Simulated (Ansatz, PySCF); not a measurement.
Process, species as SMILES: PP (P2H4) [phosphanylphosphane] → PP (P2H4) as doublet, charge +1 + e-
Structures are relaxed separately at B3LYP-D3(BJ)/def2-TZVP in Ansatz (an electronic-structure program), one conformer each, not searched for the lowest. A spin state is the lowest found, not a proven ground state.
Geometry of the first species:
SMILES: PP
```xyz
6

P     -1.0203    -0.4713    -0.0535
P      1.0203     0.4711     0.0549
H     -1.5176     0.2567     1.0604
H     -1.5148     0.4895    -0.9757
H      1.5219    -0.4987     0.9637
H      1.5105    -0.2449    -1.0699
```
Charge 0, spin multiplicity 1.

Property: adiabatic ionisation energy (0 K, with B3LYP-D3(BJ) harmonic zero-point energies from PySCF), in eV. Valence correlation only, unless marked. UHF or UKS for open shells. No spin-orbit coupling. No relativistic terms. CBS(X,Y): correlation extrapolated as X^-3; Hartree-Fock from the larger set. The bracket is a focal-point correction in the basis named.

```
level                                                                             program  adiabatic ionisation energy (eV)
-------------------------------------------------------------------------  --------------  --------------------------------
HF/def2-QZVPPD                                                                     Ansatz                              7.71
PBE-D3(BJ)/def2-TZVPD                                                      Ansatz + dftd3                              8.58
PBE0/STO-3G                                                                        Ansatz                              6.15
PBE0/def2-TZVP                                                                     Ansatz                              8.62
r2SCANh-D4/def2-TZVPD                                                      Ansatz + dftd4                              8.58
MP2/def2-TZVPP                                                                     Ansatz                              8.75
RI-MP2/def2-TZVPPD                                                                 Ansatz                              8.76
SCS-MP2/def2-TZVPPD                                                                Ansatz                              8.77
CCSD/def2-TZVPPD                                                                   Ansatz                              8.71
RI-MP2/CBS(aug-cc-pV(T+d)Z,aug-cc-pV(Q+d)Z)+[CCSD(T)-MP2]/aug-cc-pV(T+d)Z          Ansatz                              8.87
```
